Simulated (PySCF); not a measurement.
From one molecule to another.

First species: C₇H₁₀SSi.
Numbering: `[CH3:1][S:2][C:3]1=[CH:4][C@@:5]2([SiH3:6])[CH:7]=[CH:8][C@@H:9]12` (hydrogens: H10, H11, H12 on C1; H13 on C4; H14, H15, H16 on Si6; H17 on C7; H18 on C8; H19 on C9)

Second species: C5H14N2Si2.
SMILES: `C#CC[C@@H](CN[SiH3])N[SiH3]`

Levels: PBE0/pcSseg-1 for dipole moment, HOMO energy, LUMO energy and HOMO–LUMO gap; GFN2-xTB for rotational constant A and rotational constant C. Geometries: GFN2-xTB. All species are isolated and taken at one optimised geometry, non-relativistic unless stated. Electronic properties by PySCF.

Dipoles, sizes and rotational constants follow the conformer. The torsions of the flexible species, by atom-mapped SMILES:
- `[CH3:1][S:2][C:3]1=[CH:4][C@@:5]2([SiH3:6])[CH:7]=[CH:8][C@@H:9]12`: C1–S2–C3–C4 1°
- `[CH:1]#[C:2][CH2:3][C@@H:4]([CH2:5][NH:6][SiH3:7])[NH:8][SiH3:9]`: C2–C3–C4–C5 -64°, C3–C4–C5–N6 -174°, C4–C5–N6–Si7 164°, C3–C4–N8–Si9 90°

| property | column X | column Y |
| --- | --- | --- |
| dipole moment | 1.27 D | 1.13 D |
| HOMO energy | -6.05 eV | -6.51 eV |
| LUMO energy | -0.36 eV | 0.41 eV |
| HOMO–LUMO gap | 5.69 eV | 6.92 eV |
| rotational constant A | 2.343 GHz | 1.262 GHz |
| rotational constant C | 0.628 GHz | 0.475 GHz |

Q: Which column belongs to which species?

A: Column X is the first species and column Y the second. The first has 19 atoms and 82 electrons, the second 23 and 86.

Q: How does each property change from the first species to the second?

A: dipole moment -0.14 D; HOMO energy -0.46 eV; LUMO energy +0.77 eV; HOMO–LUMO gap +1.23 eV; rotational constant A -1.081 GHz; rotational constant C -0.153 GHz.

On the first: In atomic units the dipole is 0.50 e·bohr (1 au = 2.5417 D). A dipole of 1.27 D is allowed in C1, and pure rotational transitions are dipole-allowed.

On the second: The dipole equals about 3.8 × 10⁻³⁰ C·m (1 D = 3.33564 × 10⁻³⁰ C·m). A dipole of 1.13 D is allowed in C1, and pure rotational transitions are dipole-allowed.
